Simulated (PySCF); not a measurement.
A run for PySCF: D3(BJ) and D4 dispersion corrections on CH2O (SMILES C=O).

```python
from pyscf import gto
from pyscf.dispersion import dftd3, dftd4

mol = gto.M(
    atom='''
    C     0.49125447   -0.57724568    0.39054414
    O     0.43459162    0.47642369    0.96143741
    H     0.72649524   -0.64477595   -0.68852333
    H     0.31122916   -1.53524066    0.91435498
    ''',
    basis='def2-svp',
    charge=0, spin=0, verbose=0, max_memory=1800)
d3, d4 = {}, {}
for xc in ['hf', 'pbe', 'blyp', 'revpbe', 'tpss', 'r2scan', 'b3lyp', 'pbe0', 'bhlyp', 'camb3lyp', 'b2plyp']:
    d3[xc] = float(dftd3.DFTD3Dispersion(mol, xc=xc, version='d3bj', atm=False).get_dispersion()['energy'])
    print(f'D3(BJ) {xc:10s} {d3[xc]:14.8f} Eh')
for xc in ['hf', 'pbe', 'blyp', 'revpbe', 'tpss', 'r2scan', 'b3lyp', 'pbe0', 'bhlyp', 'camb3lyp', 'b2plyp']:
    d4[xc] = float(dftd4.DFTD4Dispersion(mol, xc={'camb3lyp': 'cam-b3lyp'}.get(xc, xc), atm=True).get_dispersion()['energy'])
    print(f'D4     {xc:10s} {d4[xc]:14.8f} Eh')
```

It printed:

```
D3(BJ) hf            -0.01255457 Eh
D3(BJ) pbe           -0.00109327 Eh
D3(BJ) blyp          -0.00228366 Eh
D3(BJ) revpbe        -0.00310911 Eh
D3(BJ) tpss          -0.00131483 Eh
D3(BJ) r2scan        -0.00026163 Eh
D3(BJ) b3lyp         -0.00183503 Eh
D3(BJ) pbe0          -0.00087248 Eh
D3(BJ) bhlyp         -0.00136183 Eh
D3(BJ) camb3lyp      -0.00070728 Eh
D3(BJ) b2plyp        -0.00078286 Eh
D4     hf            -0.00414527 Eh
D4     pbe           -0.00089238 Eh
D4     blyp          -0.00212789 Eh
D4     revpbe        -0.00380054 Eh
D4     tpss          -0.00121734 Eh
D4     r2scan        -0.00020568 Eh
D4     b3lyp         -0.00143608 Eh
D4     pbe0          -0.00072090 Eh
D4     bhlyp         -0.00091511 Eh
D4     camb3lyp      -0.00070096 Eh
D4     b2plyp        -0.00061108 Eh
```

The run finished.

Cost: around 0.04 core-seconds (rough).
